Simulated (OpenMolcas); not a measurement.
4f⁵ along the 59-electron sequence

```json
{
 "Program": "OpenMolcas",
 "Method": "RASSCF",
 "Basis": "ANO-RCC-VTZP",
 "Scalar Hamiltonian": "DKH2, point nucleus",
 "Spin-orbit coupling": "state interaction with AMFI integrals over the reference wave functions, term energies averaged over their components"
}
```

Active space for each ion: 5 electrons in 12 orbitals (RAS2 4f; RAS3 5d, at most 1 electron).

Computed levels in cm-1 above ⁶H°_5/2:

```csv
Level,Pm2+,Sm3+,Eu4+
⁶H°_7/2,833,1093,1397
⁶H°_9/2,1842,2389,3030
⁶H°_11/2,2980,3830,4823
⁶H°_13/2,4195,5375,6717
⁶H°_15/2,5439,6986,8667
⁶F°_1/2,7437,8157,9160
⁶F°_3/2,7607,8434,9475
⁶F°_5/2,7965,8986,10138
⁶F°_7/2,8592,9911,11304
weight of ⁶H° in the lowest level (%),98,97,96
```

The fine-structure level ⁶H°_15/2 changes by a factor of 1.59 from Pm2+ to Eu4+. Its fourth root runs 8.59, 9.14, 9.65, with steps per unit of Z of 0.55, 0.51; equal steps would mean a (Z - σ)^4 law with constant σ.

⁶F°_1/2 changes by a factor of 1.23 over the same range, with steps per unit of Z of +720, +1000 cm-1.

High states are left out of the spin-orbit mixing, which shifts the levels that they would mix with. Without dynamic correlation excited terms often stand tens of per cent too high (terms of higher spin than the ground term too low), and those without a measured partner can miss by more than the paired ones. Without dynamic correlation the f → d energies are rough (holds for Pm2+). Levels of configurations outside the active space are missing.

° marks odd parity.
